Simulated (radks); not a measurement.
Species: Te12+. Configuration: [Kr] 4d4.

Calculated with a radial shooting solver on a logarithmic mesh with Libxc functionals: Dirac Kohn-Sham, LDA (Slater exchange, Perdew-Wang correlation), spin-unpolarised, spherical densities, finite nucleus; open shells fill j = l - 1/2 first; Fermi nuclear charge, rms radius 4.7423 fm.

Energy parts (eV):
| part | energy |
|---|---|
| total | -183471.289 |
| kinetic | 194072.309 |
| electron-nucleus | -435976.391 |
| Hartree | 62826.976 |
| exchange-correlation | -4394.183 |

Orbitals (lengths in bohr, moments of r in powers of bohr; r(90%) holds 90 % of the orbital's charge):
orbital,occ.,eigenvalue (eV),r(90%),<r^4>,<r^2>
1s1/2,2,-31820.55,0.0500,2.881e-06,0.001050
2s1/2,2,-5093.049,0.185,0.0004924,0.01690
2p1/2,2,-4790.543,0.165,0.0003149,0.01251
2p3/2,4,-4516.385,0.173,0.0003751,0.01380
3s1/2,2,-1207.776,0.473,0.02126,0.1182
3p1/2,2,-1083.380,0.469,0.02028,0.1127
3p3/2,4,-1031.905,0.484,0.02320,0.1209
3d3/2,4,-812.2625,0.461,0.01890,0.1017
3d5/2,6,-801.4348,0.466,0.01971,0.1041
4s1/2,2,-389.6215,1.04,0.5159,0.6006
4p1/2,2,-344.7999,1.09,0.5998,0.6412
4p3/2,4,-333.4041,1.12,0.6703,0.6787
4d3/2,4,-259.2061,1.22,0.9347,0.7827
4d5/2,0,-257.1482,1.23,0.9636,0.7953

The highest occupied level is 4d3/2 at -259.21 eV. The density falls to 0.001 e/bohr^3 at r = 1.98 bohr. Summed over all electrons, <r^2> = 10.42 bohr^2, which gives a Langevin (diamagnetic) susceptibility term of -8.25 x 10^-6 cm^3/mol.
